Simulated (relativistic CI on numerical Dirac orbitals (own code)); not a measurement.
## How well does a small relativistic CI reproduce P?

Computed by Dirac-Coulomb-Breit CI, separate exchange-only KLI orbitals for each configuration, model QED (radiative potential, 1s self-energy scaled to tabulated hydrogen-like ionisation energies), valence Slater integrals scaled by 0.85, P86 correlation estimate, and configurations built on the next ion tied to the tabulated ionisation energy (semi-empirical) (own radial code, finite nucleus).

Configurations in the expansion (outside the closed core [Ne]): 3s2 3p3, 3s2 3p2 4s, 3s 3p4, 3s2 3p2 4p, 3s2 3p2 3d, 3s2 3p2 4d, 3s2 3p2 5s, 3s2 3p2 4f, 3s2 3p 3d2, 3p5, 3s2 3p2 5p, 3s2 3p2 5d, 3s2 3p 4s2, 3s2 3p2 5f, 3s2 3p2 5g, 3s 3p3 3d, 3s2 3p 4s 4p, 3s2 3p 3d 4s. Levels of other configurations are missing.

| Configuration | Term (tabulated) | J | Measured (cm⁻¹) | Computed | Error | Purity (%) |
| --- | --- | --- | --- | --- | --- | --- |
| 3s2 3p3 | 4S° | 3/2 | 0.0 | 0 | 0 | 99 |
| 3s2 3p3 | 2D° | 3/2 | 11361.0 | 12611 | 1250 | 98 |
| 3s2 3p3 | 2D° | 5/2 | 11376.6 | 12631 | 1254 | 99 |
| 3s2 3p3 | 2P° | 1/2 | 18722.7 | 17539 | -1184 | 96 |
| 3s2 3p3 | 2P° | 3/2 | 18748.0 | 17559 | -1189 | 96 |
| 3s2 3p2 4s | 4P | 1/2 | 55939.4 | 55833 | -107 | 99 |
| 3s2 3p2 4s | 4P | 3/2 | 56090.6 | 55988 | -103 | 99 |
| 3s2 3p2 4s | 4P | 5/2 | 56339.7 | 56245 | -94 | 99 |
| 3s2 3p2 4s | 2P | 1/2 | 57876.6 | 57857 | -19 | 98 |
| 3s2 3p2 4s | 2P | 3/2 | 58174.4 | 58165 | -9 | 98 |
| 3s 3p4 | 4P | 5/2 | 59534.5 | 62736 | 3202 | 57 |
| 3s 3p4 | 4P | 3/2 | 59715.9 | 62907 | 3191 | 57 |
| 3s 3p4 | 4P | 1/2 | 59820.4 | 63007 | 3187 | 57 |
| 3s2 3p2 4s | 2D | 3/2 | 65156.2 | 66069 | 912 | 99 |
| 3s2 3p2 4s | 2D | 5/2 | 65157.1 | 66068 | 911 | 99 |
| 3s2 3p2 4p | 4D° | 1/2 | 65373.6 | 64842 | -532 | 99 |
| 3s2 3p2 4p | 4D° | 3/2 | 65450.1 | 64917 | -533 | 98 |
| 3s2 3p2 4p | 4D° | 5/2 | 65585.1 | 65054 | -531 | 97 |
| 3s2 3p2 4p | 4D° | 7/2 | 65788.5 | 65265 | -523 | 99 |
| 3s2 3p2 4p | 4P° | 1/2 | 66343.4 | 65687 | -656 | 99 |
| 3s2 3p2 4p | 4P° | 3/2 | 66360.3 | 65713 | -647 | 89 |
| 3s2 3p2 4p | 4P° | 5/2 | 66544.2 | 65895 | -650 | 95 |
| 3s2 3p2 4p | 2D° | 3/2 | 66813.3 | 66101 | -712 | 98 |
| 3s2 3p2 4p | 2D° | 5/2 | 67113.9 | 66399 | -715 | 96 |

Measured levels from NIST Handbook of Basic Atomic Spectroscopic Data (Sansonetti and Martin, J. Phys. Chem. Ref. Data 34, 1559 (2005)); pairs were made by configuration, J and term (by order where the table uses no LS term), so strongly mixed levels may be paired wrongly.

Mean error by configuration (cm⁻¹): 3s2 3p3 33; 3s2 3p2 4s 213; 3s 3p4 3193; 3s2 3p2 4p -611. Over the excited levels the mean absolute error is 961 cm⁻¹ (23 of the 25 excited levels that our extract of the source holds in range could be paired, and the others can miss by more), and the median relative error of those above 1,000 cm⁻¹ is 0.99 %.

Transition probabilities of persistent lines. The last column rescales the computed rate by the cube of measured over computed energy:

| λ measured (Å) | Lower | Upper | A tabulated (s⁻¹) | A computed | A rescaled |
| --- | --- | --- | --- | --- | --- |
| 1674.59 vacuum | 3s2 3p3 4S°_3/2 | 3s 3p4 4P_3/2 | 7.73e+07 | 3.91e+06 | 3.35e+06 |
| 1679.69 vacuum | 3s2 3p3 4S°_3/2 | 3s 3p4 4P_5/2 | 8.45e+07 | 4.19e+06 | 3.58e+06 |
| 1774.95 vacuum | 3s2 3p3 4S°_3/2 | 3s2 3p2 4s 4P_5/2 | 2.38e+08 | 1.81e+08 | 1.82e+08 |
| 1782.84 vacuum | 3s2 3p3 4S°_3/2 | 3s2 3p2 4s 4P_3/2 | 2.38e+08 | 1.79e+08 | 1.80e+08 |
| 1787.66 vacuum | 3s2 3p3 4S°_3/2 | 3s2 3p2 4s 4P_1/2 | 2.52e+08 | 1.79e+08 | 1.80e+08 |
| 2135.47 air | 3s2 3p3 2D°_3/2 | 3s2 3p2 4s 2P_3/2 | 2.11e+07 | 1.89e+07 | 2.06e+07 |
| 2136.18 air | 3s2 3p3 2D°_5/2 | 3s2 3p2 4s 2P_3/2 | 2.83e+08 | 2.56e+08 | 2.77e+08 |
| 2149.14 air | 3s2 3p3 2D°_3/2 | 3s2 3p2 4s 2P_1/2 | 3.18e+08 | 2.92e+08 | 3.17e+08 |
| 2152.94 air | 3s2 3p3 2P°_1/2 | 3s2 3p2 4s 2D_3/2 | 4.85e+07 | 4.21e+07 | 3.69e+07 |
| 2154.08 air | 3s2 3p3 2P°_3/2 | 3s2 3p2 4s 2D_5/2 | 5.80e+07 | 5.00e+07 | 4.38e+07 |
| 2533.99 air | 3s2 3p3 2P°_1/2 | 3s2 3p2 4s 2P_3/2 | 2.00e+07 | 2.29e+07 | 2.10e+07 |
| 2535.61 air | 3s2 3p3 2P°_3/2 | 3s2 3p2 4s 2P_3/2 | 9.50e+07 | 1.11e+08 | 1.01e+08 |
| 2553.25 air | 3s2 3p3 2P°_1/2 | 3s2 3p2 4s 2P_1/2 | 7.10e+07 | 8.36e+07 | 7.66e+07 |
| 9796.85 air | 3s2 3p2 4s 4P_5/2 | 3s2 3p2 4p 4P°_5/2 | 2.10e+07 | 1.98e+07 | 2.34e+07 |
